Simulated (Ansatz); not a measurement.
Consider the hydrogenolysis of the Si–F bond: `O[SiH](O)O[SiH](F)F` + H₂ → `O[SiH](O)O[SiH2]F` + H–F.

Computed with Ansatz on PBE0-D4/def2-TZVP structures; ΔE is electronic, products minus reactants. CCSD(T)/CBS is the MP2 limit (def2-TZVPP, def2-QZVPP) plus CCSD(T) − MP2 in def2-TZVPP, frozen cores. This one scheme is used for every species. Functionals use def2-TZVPP. B3LYP here is the variant with VWN-RPA as its local correlation; programs differ in this. One conformer a species, not always the lowest.

```tsv
level	ΔE (kJ/mol)	difference from CCSD(T)/CBS
LDA (SPW92)	142.7	-1.4
BLYP-D4	148.4	4.3
B97M-V	152.7	8.6
PBE0-D4	139.0	-5.1
B3LYP-D4	147.6	3.5
ωB97X-V	145.5	1.4
ωB97M-V	148.1	4.0
B3LYP	143.2	-0.9
BHLYP	145.8	1.7
HF/def2-TZVPP	143.9	-0.2
MP2/def2-TZVPP	147.0	2.9
SCS-MP2/def2-TZVPP	145.4	1.3
CCSD/def2-TZVPP	142.3	-1.8
HF/def2-QZVPP	145.8	1.7
MP2/def2-QZVPP	147.9	3.8
CCSD/CBS(def2)	142.8	-1.3
CCSD(T)/CBS	144.1	0
```

Largest T1 diagnostic among the species: 0.012.

From BLYP to BHLYP (50 % exact exchange), in def2-TZVPP and without D4, ΔE moves by +3.2 kJ/mol. Leaving LDA and LC-ωPBE aside and taking each functional with its dispersion term where it has one, the values, not all of them listed here, spread over 15.5 kJ/mol, from HSE06-D4 to r2SCAN-D4. LDA lies +6.0 kJ/mol from PBE without D4.
